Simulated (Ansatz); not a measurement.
Reaction (redistribution): `[CH3][GeH2][BH][AlH2]` + `C=[N][GeH3]` → `C=[N][GeH2][CH3]` + `[AlH2][BH][GeH3]`

Isolated molecules relaxed with PBE0-D4/def2-TZVP in Ansatz; ΔE leaves out vibrations. CBS: MP2 limit from def2 TZ/QZ plus the TZ coupled-cluster correction, frozen cores. Functionals use def2-TZVPP. For Ge outer-core shells are correlated without core-valence functions, which leaves a few kJ/mol of doubt a bond. Scalar relativity is left out up to krypton. One conformer a species, not always the lowest.

| species | r2SCAN-D4 energy (Eh) |
| --- | --- |
| `[CH3][GeH2][BH][AlH2]` | -2387.08300 |
| `C=[N][GeH3]` | -2172.80401 |
| `C=[N][GeH2][CH3]` | -2212.12121 |
| `[AlH2][BH][GeH3]` | -2347.76923 |

Problem. Work out ΔE.

Solution. ΔE = (-2212.12121) + (-2347.76923) − (-2387.08300) − (-2172.80401) = -0.00343 Eh = -9.0 kJ/mol. CCSD(T)/CBS gives -8.8 kJ/mol.

Largest T1 diagnostic among the species: 0.013.
